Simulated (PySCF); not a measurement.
**Working out the excitation energy of O²⁺**

O²⁺ [He] 2s2 2p2 (3P) → O²⁺ [He] 2s1 2p3 (5S). Computed with PySCF 2.14 in x2c-QZVPPall (7s4p3d2f1g, 57 functions), with scalar relativity by spin-free X2C-1e. Frozen: nothing. Energies in hartree (1 hartree = 27.21139 eV):

| part | O²⁺ (lower) | O²⁺ (upper) |
| --- | --- | --- |
| UHF | -73.159140 | -72.955539 |
| MP2 opposite-spin | -0.087175 | -0.020511 |
| MP2 same-spin | -0.016488 | -0.032504 |

What does Hartree-Fock give?

(-72.955539) − (-73.159140) = 0.203601 hartree = 5.540 eV.

What do MP2 and SCS-MP2 (6/5 opposite-spin, 1/3 same-spin) give?

The opposite-spin parts differ by 1.814 eV and the same-spin parts by -0.436 eV. MP2: 5.540 + (1.814) + (-0.436) = 6.918 eV. SCS-MP2: 5.540 + 1.2 × (1.814) + (-0.436)/3 = 7.571 eV.
